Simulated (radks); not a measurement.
Question: The table gives one normalised radial function P(r) = r R(r) of Cr+ in [Ar] 3d3 4s2 (r in bohr). All-electron calculation, scalar-relativistic Kohn-Sham, PBE, spin-polarised, spherical densities, finite nucleus; open shells are filled with parallel spins first; Fermi nuclear charge, rms radius 3.6452 fm. Program: a radial shooting solver on a logarithmic mesh with Libxc functionals.

r          P
0.00696   0.0513
0.01038   0.0697
0.01549   0.0902
0.02293   0.1079
0.0342    0.1134
0.05102   0.0899
0.07612   0.0207
0.1136   -0.0907
0.1694   -0.1887
0.2527   -0.1627
0.377     0.0508
0.5624    0.2973
0.839     0.2488
1.242    -0.1670
1.852    -0.5993
2.763    -0.6465
4.123    -0.3432
6.15     -0.0821
9.175    -0.0065

Which n and l does it have? It may be an empty orbital.

Answer: n = 4, l = 0: the number of nodes gives n - l - 1 = 3, the rise at small r (about r^(l+1)) gives l, and the extent must fit the shell. The curve is that of 4s up; the table hardly tells the two spins apart. 4s up: eigenvalue -13.358 eV, 3 radial nodes at r = 0.0828, 0.350, 1.09 bohr, <r> = 2.72 bohr, 90 % of the charge inside 4.02 bohr.
